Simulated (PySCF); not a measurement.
## Sr2H4, singlet: computed properties

Level of theory: PBE0 in PySCF with Sr def2-TZVP with ECP28, H def2-TZVP; scalar-relativistic core potentials, no spin–orbit coupling; density-fitted integrals.

The structure is a minimum.

* Point group: C2h
* Bond lengths: Sr–H 2.170 Å (×2), Sr–H 2.335 Å (×4)
* Bond angles: H–Sr–H 74.2° (×2), H–Sr–H 124.2° (×4), Sr–H–Sr 105.8° (×2)
* Rotational symmetry number: 2
* Atomisation energy without zero-point energy: 999 kJ/mol
* Principal polarisabilities: 79.5, 80.3, 133.8 bohr³
* Principal quadrupole moments (Buckingham, traceless) about the centre of mass: -57.91, 9.59, 48.32 D Å
* Highest occupied level: -5.46 eV
* Lowest empty level: -1.30 eV
* Enthalpy at 298.15 K above 0 K: 18.79 kJ/mol
* Heat capacity Cp at 298.15 K: 86.9 J/(mol K)
* Entropy at 298.15 K and 1 bar: 333.6 J/(mol K)
* Rotational constants: 1.96, 0.02644, 0.02641 cm⁻¹
* Zero-point energy: 44.9 kJ/mol
* Dipole moment: 0.00 D

Harmonic modes (masses in u: Sr 87.906, H 1.008):
| symmetry | ω (cm⁻¹) | IR (km/mol) | μ (u) |
| --- | --- | --- | --- |
| bu | 114 | 517 | 1.01 |
| ag | 128 | 0.0 | 7.18 |
| ag | 176 | 0.0 | 1.20 |
| au | 222 | 517 | 1.02 |
| bg | 341 | 0.0 | 1.02 |
| bu | 479 | 575 | 1.02 |
| au | 792 | 921 | 1.02 |
| ag | 890 | 0.0 | 1.01 |
| bg | 933 | 0.0 | 1.01 |
| bu | 1050 | 2258 | 1.02 |
| bu | 1189 | 638 | 1.02 |
| ag | 1193 | 0.0 | 1.02 |

In C2h the vibrations span 4bu + 4ag + 2au + 2bg. The ag, bg modes carry no infrared intensity, as symmetry demands. With a centre of inversion only u modes can be infrared active and only g modes Raman active.

Charges (e):
| atom | Mulliken | Löwdin | polar tensor | Mayer order to Sr1 |
| --- | --- | --- | --- | --- |
| Sr1 | 0.76 | 0.41 | 1.31 | – |
| Sr2 | 0.76 | 0.41 | 1.31 | 0.17 |
| H3,4 | -0.43 | -0.16 | -0.64 | 0.40 |
| H5 | -0.33 | -0.24 | -0.67 | 0.88 |
| H6 | -0.33 | -0.24 | -0.67 | 0.01 |
Other Mayer orders above 0.3: Sr–H 0.40 (×2), Sr–H 0.88.

Mulliken populations on Sr1 (electrons outside its core potential): s 2.43, p 6.33, d 0.48.

Only a few start shapes were tried, so a lower isomer may exist.

The final relaxation and frequency run took 45 s on 2 threads of a shared Arm Neoverse V1 host, with 90 basis functions and 18 gradients.
